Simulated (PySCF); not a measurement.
Computed shifts of a molecule C₅H₄F₂, PySCF with PBE/pcSseg-1, GIAO, gas phase, equivalent atoms averaged, in ppm (number of nuclei): ¹⁹F: -186.9 (2). ¹³C: 143.9 (2), 143.1 (2), 140.9 (1). ¹H: 6.68 (2), 6.67 (2). References: ¹⁹F against CFCl3 (σ = 133.6 ppm); ¹³C against TMS (σ = 182.0 ppm); ¹H against TMS (σ = 31.49 ppm), references at their B3LYP-D3(BJ)/def2-TZVP geometries, non-relativistic. The structure is a stationary point at PBE-D3(BJ)/def2-SVP. Other conformers were not sampled.

**Question.** Pick the molecule that these values belong to.
A. C#CCC=C(F)F
B. FC1(F)C=CC=C1
C. CC#C/C(F)=C/F
D. C#C[C@H](F)C(=C)F

**Answer.** B, FC1(F)C=CC=C1
